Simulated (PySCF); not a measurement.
## Fractional electron number in Zn²⁺ (zinc, charge +2)

The 3d beta orbital of [Ar] 3d10 is emptied in steps (occupation f), with all orbitals relaxed, ending at [Ar] 3d9. Calculation: PySCF 2.14, in aug-cc-pVTZ-PP with ECP10MDF (6s6p5d3f2g, 88 functions); scalar relativity through the core potential. The exact energy is a straight line in f; departures are measured from the line between the end points of the same method.

| f | UHF (eV) | LDA (eV) | PBE (eV) |
| --- | --- | --- | --- |
| 1 | 0.000 | 0.000 | 0.000 |
| 0.8 | 0.685 | -1.529 | -1.459 |
| 0.6 | 0.992 | -2.313 | -2.201 |
| 0.4 | 0.958 | -2.332 | -2.214 |
| 0.2 | 0.617 | -1.567 | -1.484 |
| 0 | 0.000 | 0.000 | 0.000 |

**Question.** For UHF, how does the orbital energy at f = 1 compare with the removal energy?

**Answer.** −ε = 41.437 eV against a total-energy difference of 36.994 eV. By Janak's theorem ε = ∂E/∂f, so the gap between them reflects the curvature. Along the path −ε is 39.440 (f = 0.8), 37.646 (f = 0.6), 36.032 (f = 0.4), 34.577 (f = 0.2) eV.

```tsv
method	E(f=0) − E(f=1) (eV)	−ε at f=1 (eV)	−ε at f=0.4 (eV)
UHF	36.994	41.437	36.032
LDA	40.764	31.296	42.616
PBE	40.011	30.957	41.796
```

Reference removal energy between the ground levels: 39.723 eV (measured; NIST Atomic Spectra Database, ionization energies). The calculation has no spin-orbit coupling. UHF lacks correlation.
